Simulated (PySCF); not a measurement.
Job file and geometry (Å, from GFN2-xTB) of an NMR shielding run on SMILES C([Si@H](O[SiH2]O)P)[SiH3], CH11O2PSi3, GIAO PBE0/pcSseg-1 NMR shielding, non-relativistic, gas phase (PySCF); density fitting, a coarse starting grid and PySCF grid level 2 are the driver's defaults:

```
$ OMP_NUM_THREADS=1 python probes_run.py task.json out

{"job": {"kind": "nmr", "xc": "PBE0", "basis": "pcSseg-1"}, "charge": 0, "multiplicity": 1}
O     -1.336424     1.632263     0.962934
Si    -1.942957     1.375610    -0.520502
O     -1.209115     0.059038    -1.096203
Si    -0.128287    -1.128916    -0.858801
P     -1.093848    -2.684453     0.443883
C      1.428344    -0.503918     0.026923
Si     2.210950     1.031776    -0.761446
H     -1.650968     2.339615     1.516673
H     -1.588353     2.461329    -1.427465
H     -3.367352     1.067998    -0.467234
H      0.137939    -1.539053    -2.242681
H     -1.955075    -3.151498    -0.534377
H     -0.152378    -3.661943     0.164972
H      1.165905    -0.269985     1.059533
H      2.162491    -1.308027     0.072888
H      3.402499     1.396098     0.018475
H      2.624575     0.729106    -2.135342
H      1.283297     2.161275    -0.763406
```

Q: Write the output of this run.

A: 
```
coarse grid: 16576 points
cycle   1  E = -1404.1094985949  dE =  5.832e-01  |g| = 1.028e+00  |ddm| = 3.842e+00
cycle   2  E = -1403.8450256362  dE =  2.645e-01  |g| = 1.562e+00  |ddm| = 2.022e+00
cycle   3  E = -1404.2959961755  dE = -4.510e-01  |g| = 1.107e-01  |ddm| = 1.425e+00
cycle   4  E = -1404.2978084743  dE = -1.812e-03  |g| = 6.107e-02  |ddm| = 1.457e-01
cycle   5  E = -1404.2985976652  dE = -7.892e-04  |g| = 1.359e-02  |ddm| = 5.827e-02
cycle   6  E = -1404.2986308375  dE = -3.317e-05  |g| = 3.958e-03  |ddm| = 1.468e-02
cycle   7  E = -1404.2986337990  dE = -2.962e-06  |g| = 9.057e-04  |ddm| = 4.104e-03
final grid: 140424 points
cycle   8  E = -1404.3578504556  dE = -1.981e-05  |g| = 9.789e-03  |ddm| = 2.360e-02
cycle   9  E = -1404.3578297525  dE =  2.070e-05  |g| = 1.425e-02  |ddm| = 1.746e-02
cycle  10  E = -1404.3578684852  dE = -3.873e-05  |g| = 8.193e-04  |ddm| = 1.059e-02
cycle  11  E = -1404.3578686117  dE = -1.265e-07  |g| = 2.612e-04  |ddm| = 1.006e-03
cycle  12  E = -1404.3578686249  dE = -1.328e-08  |g| = 6.956e-05  |ddm| = 2.480e-04
cycle  13  E = -1404.3578686258  dE = -8.613e-10  |g| = 1.834e-05  |ddm| = 7.820e-05
converged SCF energy = -1404.3578686258

GIAO shielding tensors (ppm)
atom      isotropic    diamagn.    paramagn.     s11        s22        s33       span
  0 O      297.575     392.029     -94.455    256.026    283.355    353.344     97.318
  1 Si     386.805     880.850    -494.045    378.577    379.917    401.920     23.343
  2 O      269.486     401.514    -132.029    225.540    249.569    333.348    107.808
  3 Si     345.274     880.763    -535.489    300.893    357.050    377.878     76.984
  4 P      598.781     968.166    -369.385    534.265    619.819    642.260    107.995
  5 C      187.347     261.940     -74.593    173.581    190.430    198.031     24.450
  6 Si     425.120     880.400    -455.280    402.474    406.556    466.329     63.855
  7 H       30.528      31.190      -0.662     22.342     23.665     45.576     23.234
  8 H       26.566      29.625      -3.059     23.249     24.309     32.140      8.891
  9 H       26.616      28.755      -2.138     22.902     24.322     32.626      9.724
 10 H       25.795      29.957      -4.163     22.771     24.079     30.534      7.763
 11 H       30.192      29.685       0.507     24.916     27.225     38.436     13.520
 12 H       30.793      30.146       0.647     25.448     28.053     38.879     13.431
 13 H       31.125      35.542      -4.417     27.473     29.365     36.538      9.065
 14 H       32.067      32.227      -0.160     26.298     30.342     39.560     13.262
 15 H       27.542      28.878      -1.336     23.868     25.070     33.689      9.821
 16 H       27.720      29.283      -1.563     24.357     25.635     33.169      8.812
 17 H       27.614      30.577      -2.963     23.278     28.043     31.522      8.243
```

Q: Turn these shieldings into chemical shifts. Referencing at the same level of theory: H2O for $^{17}$O (σ = 336.08 ppm); $^{29}$Si (σ = 349.16 ppm), $^{13}$C (σ = 186.93 ppm), $^{1}$H (σ = 31.72 ppm) against TMS; $^{31}$P (σ = 318.38 ppm) against H3PO4.

A: Averaging equivalent atoms: O 2: 66.6; O 0: 38.5; Si 3: 3.9; Si 1: -37.6; Si 6: -76.0; P 4: -280.4; C 5: -0.4; H 10: 5.92; H 8: 5.15; H 9: 5.10; H 15/16/17: 4.09; H 11/12: 1.22; H 7: 1.19; H 13: 0.59; H 14: -0.35 ppm. Experimental scales use liquid or dissolved standards, which lie at an offset from isolated H2O (liquid H2O: subtract about 36 ppm) and H3PO4.

Size and cost of the density-fitted run: 202 basis functions, 44 s wall time on 1 thread of an Intel Xeon Platinum 8488C, shared host; peak memory 0.9 GiB.
